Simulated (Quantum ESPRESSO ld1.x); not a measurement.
The numbers below are computed, except where a source is named.
All-electron atom: Ce+ in [Xe] 5d3 (not the ground configuration).

Code: ld1.x of Quantum ESPRESSO 7.5. Model: scalar-relativistic Kohn-Sham, LDA (Slater exchange, VWN5 correlation), spin-polarised, spherical densities, point nucleus; open shells are filled with parallel spins first.

Energy parts (eV):
part                     energy
total                 -240917.1
kinetic                255300.7
electron-nucleus      -583141.5
Hartree                 92426.8
exchange-correlation    -5503.1

Orbitals (lengths in bohr, moments of r in powers of bohr; r(max) is where P^2 peaks; r(90%) holds 90 % of the orbital's charge):
orbital,occ.,eigenvalue (eV),r(90%),<1/r>,<r>,r(max)
1s down,1,-40240.9,0.0443,63.29,0.02459,0.01575
1s up,1,-40240.9,0.0443,63.29,0.02459,0.01575
2s up,1,-6454.20,0.163,14.59,0.1053,0.08915
2s down,1,-6454.10,0.163,14.59,0.1053,0.08915
2p up,3,-5784.33,0.150,13.82,0.09240,0.07169
2p down,3,-5784.26,0.150,13.82,0.09240,0.07169
3s up,1,-1399.86,0.409,5.292,0.2791,0.2550
3s down,1,-1399.80,0.409,5.292,0.2791,0.2550
3p up,3,-1186.82,0.415,5.013,0.2770,0.2495
3p down,3,-1186.75,0.415,5.013,0.2770,0.2495
3d up,5,-883.302,0.397,4.757,0.2538,0.2052
3d down,5,-883.217,0.397,4.757,0.2538,0.2052
4s up,1,-292.387,0.913,2.220,0.6359,0.5924
4s down,1,-292.239,0.913,2.220,0.6359,0.5924
4p up,3,-222.536,0.978,2.050,0.6726,0.6181
4p down,3,-222.391,0.977,2.050,0.6725,0.6181
4d up,5,-121.888,1.11,1.794,0.7385,0.6499
4d down,5,-121.723,1.11,1.794,0.7381,0.6500
5s up,1,-48.3161,2.14,0.8920,1.492,1.352
5s down,1,-47.4017,2.13,0.8990,1.483,1.347
5p up,3,-30.3733,2.51,0.7630,1.723,1.518
5p down,3,-29.2134,2.49,0.7710,1.709,1.508
5d up,3,-9.0488,4.03,0.4962,2.617,2.081
5d down,0,-7.6121,4.19,0.4916,2.673,2.061

The highest occupied level is 5d up at -9.049 eV. Spin moment in Bohr magnetons: 3. Summed over all electrons, <r^2> = 60.91 bohr^2, which gives a Langevin (diamagnetic) susceptibility term of -48.2 x 10^-6 cm^3/mol.
